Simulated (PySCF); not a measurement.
YCl2, SMILES [Y+]([Cl])[Cl], charge +1. Geometry: B3LYP-D3(BJ)/def2-TZVP. The spin state was assumed, not searched. The isomer is the one that the SMILES or the coordinates give; other isomers of the formula were not compared. The def2 effective core potentials stand for the cores of Y; spin–orbit coupling is left out.

Give the equilibrium geometry at B3LYP-D3(BJ)/def2-TZVP (PySCF confirms it by a frequency run) as bond lengths and angles, and its point group. (The exact figures need the calculation; the answer reports its results.)

point group C2v.
Atoms: Y1 Cl2 Cl3. Bonds (Å): Y1–Cl2 2.356, Y1–Cl3 2.356. Bond angles (°): Cl2–Y1–Cl3 111.7.
Charge +1, spin multiplicity 1.
